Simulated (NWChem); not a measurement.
System: C$_{2}$H$_{5}$FSi; SMILES C([SiH2]F)=C

NWChem input:

```
start job
memory heap 200 mb stack 900 mb global 1100 mb
geometry units angstroms
  Si    -0.736554    -0.179984    -0.464740
  F     -1.056165     0.626239     0.893827
  C      1.120610    -0.440013    -0.548464
  C      1.978449    -0.013802     0.367355
  H     -1.226460     0.683146    -1.531966
  H     -1.467788    -1.432619    -0.333192
  H      1.506993    -0.976258    -1.407076
  H      3.042945    -0.178066     0.290921
  H      1.646652     0.523700     1.241019
end
basis spherical
  * library def2-svp
end
dft
  xc xpbe96 cpbe96
  disp vdw 4
  iterations 150
end
driver
  maxiter 120
end
task dft optimize
task dft freq
```

NWChem printed, in part:

```
             Northwest Computational Chemistry Package (NWChem) 7.3.0
             --------------------------------------------------------

 C1  symmetry detected

                             Geometry "geometry" -> ""
                             -------------------------

 Output coordinates in angstroms (scale by  1.889725989 to convert to a.u.)

  No.       Tag          Charge          X              Y              Z
 ---- ---------------- ---------- -------------- -------------- --------------
    1 Si                  14.0000    -0.56001637    -0.72614295     0.00067576
    2 F                    9.0000     0.95894710    -1.26521458    -0.00098314
    3 C                    6.0000    -0.49786755     1.14997419    -0.00154104
    4 C                    6.0000     0.61972670     1.86218588     0.00082789
    5 H                    1.0000    -1.14230632    -1.26236795     1.22434802
    6 H                    1.0000    -1.14567743    -1.26428643    -1.21936735
    7 H                    1.0000    -1.44489500     1.67646049    -0.00557553
    8 H                    1.0000     0.62340601     2.94198345     0.00037439
    9 H                    1.0000     1.58802307     1.38818248     0.00388694

 Effective nuclear repulsion energy (a.u.)     158.7915458441

                                Z-matrix (autoz)
                                --------

 Units are Angstrom for bonds and degrees for angles

      Type          Name      I     J     K     L     M      Value
      ----------- --------  ----- ----- ----- ----- ----- ----------
    1 Stretch                  1     2                       1.61179
    2 Stretch                  1     3                       1.87715
    3 Stretch                  1     5                       1.45739
    4 Stretch                  1     6                       1.45640
    5 Stretch                  3     4                       1.32524
    6 Stretch                  3     7                       1.08354
    7 Stretch                  4     8                       1.07980
    8 Stretch                  4     9                       1.07809
    9 Bend                     1     3     4               124.40529
   10 Bend                     1     3     7               117.17400
   11 Bend                     2     1     3               107.64209
   12 Bend                     2     1     5               104.73450
   13 Bend                     2     1     6               104.74551
   14 Bend                     3     1     5               112.45477
   15 Bend                     3     1     6               112.43431
   16 Bend                     3     4     8               122.70334
   17 Bend                     3     4     9               121.40910
   18 Bend                     4     3     7               118.42070
   19 Bend                     5     1     6               114.00085
   20 Bend                     8     4     9               115.88755
   21 Torsion                  1     3     4     8        -179.94220
   22 Torsion                  1     3     4     9           0.02420
   23 Torsion                  2     1     3     4          -0.25387
   24 Torsion                  2     1     3     7         179.71153
   25 Torsion                  4     3     1     5         114.59495
   26 Torsion                  4     3     1     6        -115.10494
   27 Torsion                  5     1     3     7         -65.43964
   28 Torsion                  6     1     3     7          64.86046
   29 Torsion                  7     3     4     8           0.09279
   30 Torsion                  7     3     4     9        -179.94080

  pbe96 is a nonlocal functional; adding pw91lda local functional.

                           NWChem Geometry Optimization
                           ----------------------------

 maximum gradient threshold         (gmax) =   0.000450
 rms gradient threshold             (grms) =   0.000300
 maximum cartesian step threshold   (xmax) =   0.001800
 rms cartesian step threshold       (xrms) =   0.001200
 fixed trust radius                (trust) =   0.300000
 source of zmatrix                         =   autoz

          -------------------
          Energy Minimization
          -------------------

 Using diagonal initial Hessian
 Scaling for Hessian diagonals: bonds = 1.00  angles = 0.25  torsions = 0.10

          --------
          Step   0

                                 NWChem DFT Module
                                 -----------------

 Summary of "ao basis" -> "ao basis" (spherical)
 ------------------------------------------------------------------------------
       Tag                 Description            Shells   Functions and Types
 ---------------- ------------------------------  ------  ---------------------
 Si                         def2-svp                 8       18   4s3p1d
 F                          def2-svp                 6       14   3s2p1d
 C                          def2-svp                 6       14   3s2p1d
 H                          def2-svp                 3        5   2s1p

            General Information
            -------------------
          SCF calculation type: DFT
          Wavefunction type:  closed shell.
          No. of atoms     :     9
          No. of electrons :    40
           Alpha electrons :    20
            Beta electrons :    20
          Charge           :     0
          Spin multiplicity:     1
          Use of symmetry is: off; symmetry adaption is: off
          Maximum number of iterations: 150
          AO basis - number of functions:    85
                     number of shells:    41
          Convergence on energy requested:  1.00D-06
          Convergence on density requested:  1.00D-05
          Convergence on gradient requested:  5.00D-04

              XC Information
              --------------
          PerdewBurkeErnzerhof Exchange Functional  1.000
            Perdew 1991 LDA Correlation Functional  1.000 local
           PerdewBurkeErnz. Correlation Functional  1.000 non-local

[...]

      ----------------------
      Optimization converged
      ----------------------

  Step       Energy      Delta E   Gmax     Grms     Xrms     Xmax
  ---- ---------------- -------- -------- -------- -------- --------
@    5    -468.00014827 -4.9D-07  0.00014  0.00004  0.00044  0.00119
                                     ok       ok       ok       ok

                                Z-matrix (autoz)
                                --------

 Units are Angstrom for bonds and degrees for angles

[...]

 Rotational Constants
 --------------------
 A=   0.358021 cm-1  (  0.515101 K)
 B=   0.141078 cm-1  (  0.202975 K)
 C=   0.105022 cm-1  (  0.151100 K)

 Temperature                      =   298.15K
 frequency scaling parameter      =   1.0000

 Zero-Point correction to Energy  =   37.895 kcal/mol  (  0.060389 au)
 Thermal correction to Energy     =   41.331 kcal/mol  (  0.065865 au)
 Thermal correction to Enthalpy   =   41.923 kcal/mol  (  0.066809 au)

 Total Entropy                    =   73.579 cal/mol-K
   - Translational                =   38.883 cal/mol-K (mol. weight =  76.0145)
   - Rotational                   =   25.212 cal/mol-K (symmetry #  =        1)
   - Vibrational                  =    9.484 cal/mol-K

 Cv (constant volume heat capacity) =   18.511 cal/mol-K
   - Translational                  =    2.979 cal/mol-K
   - Rotational                     =    2.979 cal/mol-K
   - Vibrational                    =   12.553 cal/mol-K

[normal modes left out]

 ----------------------------------------------------------------------------
 Normal Eigenvalue ||           Projected Infra Red Intensities
  Mode   [cm**-1]  || [atomic units] [(debye/angs)**2] [(KM/mol)] [arbitrary]
 ------ ---------- || -------------- ----------------- ---------- -----------
    1       -0.000 ||    0.000999           0.023         0.974       0.304
    2        0.000 ||    0.000036           0.001         0.035       0.011
    3        0.000 ||    0.000007           0.000         0.007       0.002
    4        0.000 ||    0.000017           0.000         0.017       0.005
    5        0.000 ||    0.000609           0.014         0.594       0.185
    6        0.000 ||    0.000326           0.008         0.318       0.099
    7      119.219 ||    0.000317           0.007         0.309       0.096
    8      156.751 ||    0.001947           0.045         1.898       0.592
    9      395.001 ||    0.000141           0.003         0.138       0.043
   10      399.414 ||    0.015517           0.358        15.126       4.721
   11      649.838 ||    0.008782           0.203         8.561       2.672
   12      668.561 ||    0.109069           2.516       106.326      33.182
   13      704.195 ||    0.002272           0.052         2.214       0.691
   14      826.134 ||    0.024005           0.554        23.401       7.303
   15      896.989 ||    0.232679           5.368       226.827      70.787
   16      930.299 ||    0.092019           2.123        89.704      27.995
   17      954.861 ||    0.023410           0.540        22.821       7.122
   18      984.435 ||    0.066070           1.524        64.409      20.100
   19     1003.310 ||    0.014817           0.342        14.445       4.508
   20     1227.748 ||    0.000654           0.015         0.638       0.199
   21     1367.824 ||    0.013043           0.301        12.715       3.968
   22     1620.216 ||    0.007023           0.162         6.846       2.137
   23     2171.496 ||    0.110081           2.540       107.312      33.490
   24     2172.198 ||    0.145868           3.365       142.199      44.377
   25     3053.028 ||    0.009976           0.230         9.725       3.035
   26     3068.254 ||    0.003550           0.082         3.461       1.080
   27     3150.710 ||    0.004262           0.098         4.154       1.296
 ----------------------------------------------------------------------------
```

Level: PBE-D3(BJ)/def2-SVP.
